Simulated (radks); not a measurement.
Results of a calculation; reference values are marked as such.
The nickel ion Ni2+ inside a hard spherical wall (all orbitals vanish at R), configuration held at [Ar] 3d8 and not refilled when levels cross. Level of theory: scalar-relativistic Kohn-Sham, PBEsol, spin-unpolarised, spherical densities, finite nucleus; Fermi nuclear charge, rms radius 3.7757 fm (a radial shooting solver on a logarithmic mesh with Libxc functionals). Eigenvalues in eV, with the zero of energy where the potential of the charges vanishes at infinity; a dash marks a level that is unbound or too diffuse for the functional's potential to be trusted. A positive occupied level is held by the wall or, in an anion where self-interaction has pushed it up, behind a barrier. The pressure on the wall is -dE/dV.

| R (bohr) | E (hartree) | kinetic (hartree) | e(2p) | e(3s) | e(3p) | e(3d) | e(4s, empty) | e(4p, empty) | pressure (GPa) |
|---|---|---|---|---|---|---|---|---|---|
| free | -1518.25249 | 1539.193 | -863.51 | -130.42 | -90.919 | -28.340 | -21.448 | -14.799 | 0 |
| 10 | -1518.25249 | 1539.193 | -863.51 | -130.42 | -90.919 | -28.340 | -21.448 | -14.798 | < 0.0001 |
| 6 | -1518.25239 | 1539.194 | -863.50 | -130.41 | -90.911 | -28.333 | -21.393 | -14.547 | 0.0153 |
| 5 | -1518.25138 | 1539.205 | -863.43 | -130.35 | -90.853 | -28.277 | -21.102 | -13.798 | 0.251 |
| 4 | -1518.24043 | 1539.293 | -862.94 | -129.93 | -90.445 | -27.871 | -19.517 | -10.971 | 4.16 |
| 3.5 | -1518.21335 | 1539.471 | -862.05 | -129.20 | -89.731 | -27.141 | -16.999 | -7.240 | 17.6 |
| 2.5 | -1517.81349 | 1541.533 | -854.49 | -123.48 | -84.124 | -20.911 | 3.408 | 18.208 | 421 |
| 1.5 | -1509.82184 | 1574.715 | -793.74 | -81.756 | -40.220 | 29.829 | 174.47 | 196.99 | 30500 |
